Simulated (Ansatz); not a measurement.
`O[SiH](O)C#C[SiH3]` + H₂O → `O[SiH](O)O` + `C#C[SiH3]`  (formal hydrolysis of the Si–C bond)

Isolated molecules relaxed with PBE0-D4/def2-TZVP in Ansatz; ΔE leaves out vibrations. CCSD(T)/CBS adds triple-zeta CCSD(T) − MP2 to the extrapolated MP2 energy (def2 sets, frozen cores). This one scheme is used for every species. DFT in def2-TZVPP. One conformer a species, not always the lowest.

```json
{"level": "B97M-V", "ΔE (eV)": "-0.82"}
{"level": "B2PLYP", "ΔE (eV)": "-0.83"}
```

Task: What does CCSD(T)/CBS give? (An estimate is asked.)

Result: Ansatz gave: -0.78 eV. The listed levels differ from it by -0.04, -0.05 eV.

Largest T1 diagnostic among the species: 0.013.

From BLYP to BHLYP (50 % exact exchange), in def2-TZVPP and without D4, ΔE moves by −0.10 eV. Leaving LDA and LC-ωPBE aside and taking each functional with its dispersion term where it has one, the values, not all of them listed here, spread over 0.20 eV, from CAM-B3LYP-D4 to revPBE-D4. LDA lies −0.07 eV from PBE without D4. In def2-TZVPP, CCSD(T) changes the Hartree–Fock value by +0.16 eV (the triples alone add +0.04 eV) and MP2 by +0.18 eV.
